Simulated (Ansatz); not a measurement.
Two structures of BSiH5Cl2, singlet, reached by relaxing down either side of one saddle point (PBE0-D4/def2-TZVP). Energies are electronic, without zero-point energy. Program: Ansatz 0.2.0. Basis: def2-TZVPP and def2-QZVPP. Cores are frozen in the correlated methods. Extrapolation: Hartree–Fock as exp(−7.88 √X), correlation as X^−2.97. First:

```
9
angstrom
B -1.2996 0.5968 -1.5820
H -0.6182 0.2946 -2.5050
Cl -2.4349 -0.5475 -0.9400
Cl -1.1695 2.1879 -0.9017
H 1.0046 -0.4828 -0.2922
Si 1.1039 -0.5060 1.1911
H 2.2528 0.3331 1.6142
H 1.3123 -1.9048 1.6419
H -0.1514 0.0287 1.7736
```

Second:

```xyz
9
angstrom
B -1.0869 0.4983 0.0083
H 0.7427 -0.7122 -2.3182
Cl -2.3808 -0.5436 -0.5230
Cl -1.1477 2.1854 -0.4303
H 1.1160 -0.0672 -2.2666
Si 0.4168 -0.2133 1.1519
H 1.6751 0.5322 0.8893
H 0.6298 -1.6637 0.9103
H 0.0349 -0.0159 2.5783
```

Which bonds change from the first to the second?

BHCl₂ ([Cl][BH][Cl]) + SiH₄ → BSiH₃Cl₂ ([SiH3][B]([Cl])[Cl]) + H₂; bonds formed: B1–Si6, H2–H5; bonds broken: B1–H2, H5–Si6.

Give the saddle point's structure and its height above each. (To be estimated.)

By the calculation: 135.4 kJ/mol above the first and 96.4 kJ/mol above the second (CCSD(T) at an estimated basis limit (MP2 extrapolated from triple and quadruple zeta, plus CCSD(T) − MP2 in triple zeta)).
B1  (-0.607, 0.275, -0.713)
H2  (-0.072, 0.045, -1.880)
Cl3  (-2.049, -0.804, -0.661)
Cl4  (-0.769, 2.068, -0.642)
H5  (0.497, -0.214, -1.071)
Si6  (0.593, -0.271, 0.940)
H7  (1.864, 0.494, 1.009)
H8  (0.873, -1.728, 0.994)
H9  (-0.331, 0.134, 2.024)
(Å)

No T1 diagnostic of these runs exceeds 0.013. The start structure is not quite a true minimum (one mode of 30i cm⁻¹).

Labels in which every atom is bracketed show which atoms are joined, not bond orders.

For scale, one of the runs: CCSD(T)/def2-TZVPP, 227 basis functions, launched by `ansatz run in.yaml --threads 4 --pin off --events-out ev --progress --plain --max-ram 9574MiB`. Hardware: 4 CPU threads of an Arm Neoverse V1, shared host. Wall time 66 s; peak host memory 3.4 GiB.
